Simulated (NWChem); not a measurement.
System: AlI₃; SMILES [I][Al]([I])[I]

NWChem input:

```
start job
memory heap 200 mb stack 900 mb global 1100 mb
geometry units angstroms noautosym nocenter noautoz
  Al     0.000000     0.000000     0.000000
  I     -1.729647     1.742598     0.000000
  I      2.373957     0.626619     0.000000
  I     -0.644311    -2.369217     0.000000
end
basis spherical
  * library def2-svpd
end
ecp
  I library def2-ecp
end
dft
  xc pbe0
  iterations 150
end
property
  response 1 0.0
end
task dft property
```

Excerpt of the output:

```
             Northwest Computational Chemistry Package (NWChem) 7.3.0
             --------------------------------------------------------

                             Geometry "geometry" -> ""
                             -------------------------

 Output coordinates in angstroms (scale by  1.889725989 to convert to a.u.)

  No.       Tag          Charge          X              Y              Z
 ---- ---------------- ---------- -------------- -------------- --------------
    1 Al                  13.0000     0.00000000     0.00000000     0.00000000
    2 I                   53.0000    -1.72964700     1.74259800     0.00000000
    3 I                   53.0000     2.37395700     0.62661900     0.00000000
    4 I                   53.0000    -0.64431100    -2.36921700     0.00000000

 Effective nuclear repulsion energy (a.u.)    1494.1083789597

                                 NWChem DFT Module
                                 -----------------

 Summary of "ao basis" -> "ao basis" (spherical)
 ------------------------------------------------------------------------------
       Tag                 Description            Shells   Functions and Types
 ---------------- ------------------------------  ------  ---------------------
 Al                        def2-svpd                10       24   5s3p2d
 I                         def2-svpd                13       35   5s5p3d

            General Information
            -------------------
          SCF calculation type: DFT
          Wavefunction type:  closed shell.
          No. of atoms     :     4
          No. of electrons :    88
           Alpha electrons :    44
            Beta electrons :    44
          Charge           :     0
          Spin multiplicity:     1
          Use of symmetry is: off; symmetry adaption is: off
          Maximum number of iterations: 150
          AO basis - number of functions:   129
                     number of shells:    49
          Convergence on energy requested:  1.00D-06
          Convergence on density requested:  1.00D-05
          Convergence on gradient requested:  5.00D-04

              XC Information
              --------------
                         PBE0 Method XC Functional
                     Hartree-Fock (Exact) Exchange  0.250
          PerdewBurkeErnzerhof Exchange Functional  0.750
            Perdew 1991 LDA Correlation Functional  1.000 local
           PerdewBurkeErnz. Correlation Functional  1.000 non-local

             Grid Information
             ----------------
          Grid used for XC integration:  medium
          Radial quadrature: Mura-Knowles
          Angular quadrature: Lebedev.
          Tag              B.-S. Rad. Rad. Pts. Rad. Cut. Ang. Pts.
          ---              ---------- --------- --------- ---------
          Al                  1.25       88          13.0       590
          I                   1.40      123          16.0       590
          Grid pruning is: on
          Number of quadrature shells:   457
          Spatial weights used:  Erf1

      Superposition of Atomic Density Guess
      -------------------------------------

 Sum of atomic energies:       -1283.17162244

      Non-variational initial energy
      ------------------------------

 Total energy =   -1132.424471
 1-e energy   =   -2774.585244
 2-e energy   =    1198.705959
 HOMO         =      -0.340404
 LUMO         =      -0.034037

   convergence    iter        energy       DeltaE   RMS-Dens  Diis-err
 ---------------- ----- ----------------- --------- --------- ---------
 d= 0,ls=0.0,diis     1  -1135.5076919964 -1.58D+03  1.25D-02  3.34D-01
 d= 0,ls=0.0,diis     2  -1135.4538664087  5.38D-02  7.55D-03  6.14D-01
 d= 0,ls=0.0,diis     3  -1135.5686582893 -1.15D-01  7.63D-04  8.16D-03
 d= 0,ls=0.0,diis     4  -1135.5702010352 -1.54D-03  1.70D-04  1.77D-04
 d= 0,ls=0.0,diis     5  -1135.5702182470 -1.72D-05  3.11D-05  1.23D-05
  Resetting Diis
 d= 0,ls=0.0,diis     6  -1135.5702201254 -1.88D-06  4.66D-06  1.00D-07
 d= 0,ls=0.0,diis     7  -1135.5702201432 -1.79D-08  6.94D-07  1.43D-09

         Total DFT energy =    -1135.570220143228
      One electron energy =    -2775.918981633501
           Coulomb energy =     1282.251341981719
    Exchange-Corr. energy =      -85.357395267094
 Nuclear repulsion energy =      443.454814775648

 Numeric. integr. density =       87.999999753593

                       DFT Final Molecular Orbital Analysis
                       ------------------------------------

 Vector   42  Occ=2.000000D+00  E=-2.998943D-01
              MO Center=  1.1D+00,  3.0D-01, -1.6D-08, r^2= 6.3D+00
   Bfn.  Coefficient  Atom+Function         Bfn.  Coefficient  Atom+Function
  ----- ------------  ---------------      ----- ------------  ---------------
    73      0.499319  3 I  pz                76      0.437892  3 I  pz
    38     -0.250112  2 I  pz               108     -0.249209  4 I  pz
    41     -0.219343  2 I  pz               111     -0.218551  4 I  pz
    70     -0.201981  3 I  pz                67     -0.163982  3 I  pz
    35      0.101174  2 I  pz               105      0.100808  4 I  pz

 Vector   43  Occ=2.000000D+00  E=-2.998943D-01
              MO Center= -1.1D+00, -3.0D-01, -5.0D-08, r^2= 6.3D+00
   Bfn.  Coefficient  Atom+Function         Bfn.  Coefficient  Atom+Function
  ----- ------------  ---------------      ----- ------------  ---------------
    38      0.432163  2 I  pz               108     -0.432684  4 I  pz
    41      0.378997  2 I  pz               111     -0.379455  4 I  pz
    35     -0.174816  2 I  pz               105      0.175026  4 I  pz
    32     -0.141927  2 I  pz               102      0.142098  4 I  pz
    16      0.054825  1 Al d -1              44      0.028264  2 I  pz

 Vector   44  Occ=2.000000D+00  E=-2.841620D-01
              MO Center= -1.4D-06, -1.4D-06,  1.7D-09, r^2= 8.1D+00
   Bfn.  Coefficient  Atom+Function         Bfn.  Coefficient  Atom+Function
  ----- ------------  ---------------      ----- ------------  ---------------
    72      0.357201  3 I  py               106      0.356488  4 I  px
    75      0.309624  3 I  py               109      0.309006  4 I  px
    36     -0.262203  2 I  px                37     -0.260254  2 I  py
    39     -0.227278  2 I  px                40     -0.225590  2 I  py
    69     -0.143426  3 I  py               103     -0.143140  4 I  px

 Vector   45  Occ=0.000000D+00  E=-7.620316D-02
              MO Center= -1.4D-06,  6.2D-07,  8.6D-07, r^2= 8.1D+00
   Bfn.  Coefficient  Atom+Function         Bfn.  Coefficient  Atom+Function
  ----- ------------  ---------------      ----- ------------  ---------------
     3      0.702127  1 Al s                  5      0.468753  1 Al s
     4      0.452023  1 Al s                  2      0.320412  1 Al s
    74      0.316498  3 I  px               110     -0.315866  4 I  py
    71      0.255014  3 I  px               107     -0.254505  4 I  py
    40      0.232324  2 I  py                39     -0.230598  2 I  px

 Vector   46  Occ=0.000000D+00  E=-7.266982D-02
              MO Center=  1.0D-06, -7.9D-07, -8.5D-07, r^2= 5.3D+00
   Bfn.  Coefficient  Atom+Function         Bfn.  Coefficient  Atom+Function
  ----- ------------  ---------------      ----- ------------  ---------------
    14      0.666934  1 Al pz                11      0.403488  1 Al pz
    41     -0.232083  2 I  pz                76     -0.232084  3 I  pz
   111     -0.232083  4 I  pz                 8     -0.198843  1 Al pz
    38     -0.174828  2 I  pz                73     -0.174828  3 I  pz
   108     -0.174828  4 I  pz                35      0.069044  2 I  pz

 Vector   47  Occ=0.000000D+00  E= 2.430354D-04
              MO Center= -3.0D-06,  3.5D-06,  1.5D-07, r^2= 1.5D+01
   Bfn.  Coefficient  Atom+Function         Bfn.  Coefficient  Atom+Function
  ----- ------------  ---------------      ----- ------------  ---------------
     5      5.086097  1 Al s                  4     -1.845479  1 Al s
    29     -0.953880  2 I  s                 64     -0.953889  3 I  s
    99     -0.953889  4 I  s                 77      0.389089  3 I  px
   113     -0.388312  4 I  py                 3     -0.361430  1 Al s
    43      0.285599  2 I  py                42     -0.283477  2 I  px

     Multipole analysis of the density
     ---------------------------------

     L   x y z        total         alpha         beta         nuclear
     -   - - -        -----         -----         ----         -------
     0   0 0 0      0.000000    -44.000000    -44.000000     88.000000

     1   1 0 0     -0.000002      0.000023      0.000023     -0.000047
     1   0 1 0      0.000002      0.000001      0.000001      0.000000
     1   0 0 1      0.000000      0.000000      0.000000      0.000000

     2   2 0 0    -69.070013   -438.176300   -438.176300    807.282587
     2   1 1 0      0.000015      0.000020      0.000020     -0.000024
     2   1 0 1     -0.000000     -0.000000     -0.000000      0.000000
     2   0 2 0    -69.070019   -438.176353   -438.176353    807.282686
     2   0 1 1     -0.000000     -0.000000     -0.000000      0.000000
     2   0 0 2    -68.559819    -34.279909    -34.279909      0.000000

 *** CALLING NEW AORESP DRIVER FOR CLOSED AND OPEN SHELLS ***
 Entering AOResponse driver routine

[...]

 DFT Linear Response polarizability / au
 Frequency  =       0.0000000 / au
              X              Y              Z
 -----------------------------------------------
 X     151.4646456     -0.0000540      0.0000008
 Y      -0.0000540    151.4646253      0.0000008
 Z       0.0000008      0.0000008     98.5064875
 -----------------------------------------------
 Eigenvalues =     151.4646904    151.4645805     98.5064875
 Isotropic   =     133.8119195
 Anisotropic =      52.9581479
 -----------------------------------------------

 Magnetic Dipole Response Matrix (nonzero elements):

 Exiting AOResponse driver routine
```

Level: PBE0/def2-SVPD with def2 effective core potentials on I. Structure relaxed at the PBE0/def2-SVP level. No frequency run checked for a minimum. def2 effective core potentials on I; no spin-orbit coupling.
